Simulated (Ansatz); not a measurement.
CH8BNOSi can be A, `CB(N)O[SiH3]`, or B, `B[Si](C)(N)O`.

Program: Ansatz. Geometries: PBE0-D4/def2-TZVP. ΔE: electronic, gas phase. CBS: MP2 limit from def2 TZ/QZ plus the TZ coupled-cluster correction, frozen cores. Functionals use def2-TZVPP. One conformer a species, not always the lowest.

(1) Which isomer does CCSD(T)/CBS put lower? Give the gap. (Best estimate.)

(2) Give E(B) − E(A) in kJ/mol with PBE0-D4, B2PLYP, CCSD(T)/def2-TZVPP, CCSD(T)/def2-SVP, ωB97M-V, CCSD/def2-TZVPP, r2SCAN-D4. (Estimate.)

(3) Does the order hold for the free energy at 298.15 K (harmonic terms from PBE0-D4)? (Estimate.)

Largest T1 diagnostic: 0.011.

Answers

(1) Computed: A, by 221.2 kJ/mol.

(2) The calculation gave: PBE0-D4 223.2, B2PLYP 230.8, CCSD(T)/def2-TZVPP 226.1, CCSD(T)/def2-SVP 274.3, ωB97M-V 227.5, CCSD/def2-TZVPP 226.5, r2SCAN-D4 227.8. None reverses the order clearly.

(3) Ansatz gave: Yes: G(B) − G(A) = +218.7 kJ/mol, for one conformer each. Modes under 60 cm⁻¹, often nearly free rotors, make the harmonic entropy too high.

At CCSD(T), def2-SVP lies +53.1 kJ/mol from the extrapolated value and def2-TZVPP +4.9 kJ/mol. From PBE to PBE0 (25 % exact exchange), in def2-TZVPP and without D4, E(B) − E(A) moves by +3.1 kJ/mol.
